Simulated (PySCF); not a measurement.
A GIAO shielding run with PySCF (density fitting, non-relativistic, gas phase) on `C#CC(=C)C(C)=S`, C6H6S:

```
$ OMP_NUM_THREADS=1 python probes_run.py task.json out

{"job": {"kind": "nmr", "xc": "PBE0", "basis": "pcSseg-1"}, "charge": 0, "multiplicity": 1}
C      2.148254    -0.564174     0.868325
C      1.246377     0.028342     0.342885
C      0.183625     0.729934    -0.288257
C      0.310770     2.036685    -0.568290
C     -1.022035    -0.032650    -0.603234
C     -1.060250    -1.459572    -0.178911
S     -2.289907     0.638237    -1.386425
H      2.939619    -1.074860     1.330774
H     -0.491982     2.573546    -1.044558
H      1.207684     2.579863    -0.327460
H     -0.979553    -1.525857     0.907282
H     -0.210742    -2.000678    -0.597205
H     -1.986247    -1.928329    -0.501388
```

Hardware: 1 thread of an Intel Xeon 6975P-C, shared host. The job also computes population analyses, field gradients.

(1) How large is the calculation?

(2) How long does it take, and how much memory does it need?

Results:

(1) 58 electrons, 156 basis functions and 827 auxiliary functions.

(2) 15 s of wall time, with 14 SCF cycles and 6 response iterations; peak memory 0.73 GiB. Times on a shared host scatter by some tens of per cent.
